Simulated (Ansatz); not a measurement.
Reaction (cleavage of the Si–Ge bond): `[OH][GeH]([OH])[SiH3]` + `NC(O)O` → `OC(O)N[SiH3]` + `[OH][GeH2][OH]`

Program: Ansatz. Geometries: PBE0-D4/def2-TZVP. ΔE: electronic, gas phase. CCSD(T)/CBS is the MP2 limit (def2-TZVPP, def2-QZVPP) plus CCSD(T) − MP2 in def2-TZVPP, frozen cores. Functionals use def2-TZVPP. B3LYP here is the variant with VWN-RPA as its local correlation; programs differ in this. For Ge outer-core shells are correlated without core-valence functions, which leaves a few kJ/mol of doubt a bond. Scalar relativity is left out up to krypton. One conformer a species, not always the lowest.

`[OH][GeH]([OH])[SiH3]`:

Cartesian coordinates in Å:
```
O 1.157 1.190 -1.349
Ge 0.016 0.958 0.001
O 0.848 1.188 1.560
Si -0.924 -1.243 -0.099
H 1.755 0.451 -1.478
H -0.936 2.152 -0.101
H 1.394 0.442 1.818
H -1.610 -1.458 -1.399
H -1.885 -1.449 1.015
H 0.184 -2.230 0.032
```

`NC(O)O`:

Z-matrix (Å, degrees):
```
C
O 1 1.398
O 1 1.390 2 112.8
N 1 1.431 2 105.1 3 -119.8
H 1 1.101 2 110.0 3 116.0
H 2 0.961 1 107.2 3 -57.5
H 3 0.966 1 105.7 2 -72.1
H 4 1.011 1 110.6 2 -44.7
H 4 1.011 1 110.7 2 -166.0
```

`OC(O)N[SiH3]`:

Cartesian coordinates in Å:
```
O -1.620 -0.177 -0.994
C -0.528 -0.731 -0.329
O -0.199 -1.905 -1.027
N 0.554 0.185 -0.298
Si 0.776 1.337 0.974
H -2.213 -0.898 -1.230
H -0.795 -0.978 0.713
H 0.612 -2.251 -0.643
H 0.821 0.454 -1.236
H 0.608 0.606 2.256
H -0.170 2.488 0.967
H 2.155 1.871 0.847
```

`[OH][GeH2][OH]`:

```xyz
7

O    -0.956    0.551    1.107
Ge   -0.243    0.028   -0.433
O     1.503    0.337   -0.456
H    -0.983   -0.143    1.768
H    -0.507   -1.482   -0.609
H    -0.817    0.941   -1.511
H     2.002   -0.232    0.133
```

| level | ΔE (kJ/mol) | difference from CCSD(T)/CBS |
| --- | --- | --- |
| B3LYP-D4 | -24.9 | 1.9 |
| ωB97X-V | -27.4 | -0.6 |
| B2PLYP | -28.6 | -1.8 |
| PBE | -8.2 | 18.6 |
| B3LYP | -23.9 | 2.9 |
| HF/def2-TZVPP | -43.9 | -17.1 |
| SCS-MP2/def2-TZVPP | -36.4 | -9.6 |
| CCSD/def2-TZVPP | -30.1 | -3.3 |
| HF/def2-QZVPP | -45.5 | -18.7 |
| MP2/def2-QZVPP | -34.1 | -7.3 |
| CCSD(T)/CBS | -26.8 | 0 |

Largest T1 diagnostic among the species: 0.013.

In def2-TZVPP, CCSD(T) changes the Hartree–Fock value by +16.0 kJ/mol (the triples alone add +2.2 kJ/mol) and MP2 by +9.7 kJ/mol. From PBE to PBE0 (25 % exact exchange), in def2-TZVPP and without D4, ΔE moves by −7.4 kJ/mol.
